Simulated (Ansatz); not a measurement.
A CCSD(T) single point on C4H13NSi (`CN(C)[SiH](C)C`).

```yaml
crystal:
  periodic: [false, false, false]
  atoms:
    - {symbol: C, position_ang: [0.368494, -1.645496, 0.855262]}
    - {symbol: N, position_ang: [0.840375, -0.470959, 0.168321]}
    - {symbol: C, position_ang: [1.952877, -0.736111, -0.707897]}
    - {symbol: Si, position_ang: [-0.167435, 0.906342, -0.094639]}
    - {symbol: C, position_ang: [-1.390354, 0.707524, -1.502803]}
    - {symbol: C, position_ang: [-1.099451, 1.315747, 1.472565]}
    - {symbol: H, position_ang: [1.174807, -2.096763, 1.448285]}
    - {symbol: H, position_ang: [-0.003495, -2.422156, 0.167964]}
    - {symbol: H, position_ang: [-0.440917, -1.393824, 1.543500]}
    - {symbol: H, position_ang: [2.303063, 0.190056, -1.169713]}
    - {symbol: H, position_ang: [1.702719, -1.442659, -1.515361]}
    - {symbol: H, position_ang: [2.793402, -1.166711, -0.147790]}
    - {symbol: H, position_ang: [0.764265, 2.015341, -0.453593]}
    - {symbol: H, position_ang: [-0.877964, 0.476387, -2.440342]}
    - {symbol: H, position_ang: [-2.098414, -0.101098, -1.299403]}
    - {symbol: H, position_ang: [-1.966057, 1.625311, -1.655116]}
    - {symbol: H, position_ang: [-0.423217, 1.398458, 2.326152]}
    - {symbol: H, position_ang: [-1.858249, 0.564274, 1.706020]}
    - {symbol: H, position_ang: [-1.616249, 2.272240, 1.355089]}
basis:
  gaussian: {orbitals: def2-TZVPP}
correlation: {method: ccsd_t}
output: {orbitals: {seedname: orbitals}}
```

```sh
$ ansatz run in.yaml --threads 2 --pin off --events-out ev --progress --plain --max-ram 32768MiB --backend cuda --devices 0, --max-vram 18GiB
```

Output of Ansatz, abridged:

```
Functional definition: HF
2168 factors; integrals over basis functions are off by at most 1.1e-3 eV
mean field evaluation 1: about -13669.2628 eV, gradient 4.6e1 eV
mean field evaluation 2: about -13669.5605 eV, gradient 4.6e1 eV
mean field evaluation 4: about -13674.9672 eV, gradient 5.4e0 eV
mean field evaluation 8: about -13675.0581 eV, gradient 2.6e-1 eV
mean field evaluation 16: about -13675.0586 eV, gradient 2.5e-6 eV
mean field -13675.05856426 eV, -502.5491329491 hartree, gradient 2.5e-6 eV, S^2 0.000000; 0 other end points of the search recorded, 0 dependent functions left out
10 core orbitals not correlated: weight in the atoms' cores, before any rotation towards them, 1.000 or more for the frozen orbitals, at most 0.000 for the correlated occupied ones
reference -13675.05856426 eV, -502.5491329491 hartree; 19, 19 occupied and 350, 350 virtual orbitals, 2168 factors
second order -28.63272504 eV of doubles, -0.00000000 eV of singles
cycle   1  -29.73347288 eV  change    -1.1e0 eV  update   1.0e-1
cycle   2  -30.44088103 eV  change   -7.1e-1 eV  update   2.9e-2
cycle   3  -30.54974724 eV  change   -1.1e-1 eV  update   1.2e-2
cycle   4  -30.54429703 eV  change    5.5e-3 eV  update   2.9e-3
cycle   5  -30.54405429 eV  change    2.4e-4 eV  update   1.3e-3
cycle   6  -30.54420408 eV  change   -1.5e-4 eV  update   3.9e-4
cycle   7  -30.54407748 eV  change    1.3e-4 eV  update   1.6e-4
cycle   8  -30.54407262 eV  change    4.9e-6 eV  update   5.8e-5
cycle   9  -30.54408482 eV  change   -1.2e-5 eV  update   2.0e-5
perturbative correction -1.17670584 eV, -0.0432431422 hartree
Total energy: -13706.77935493 eV, -503.7148505049 hartree
```

Hardware: 2 threads of an AMD EPYC 7R13 on a shared host and a share of an NVIDIA H100 80 GB. Wall time 20 s, peak host memory 0.86 GiB.

The correlation energy is -31.721 eV, 3.7 % of it from (T); the T1 diagnostic reads 0.0097.
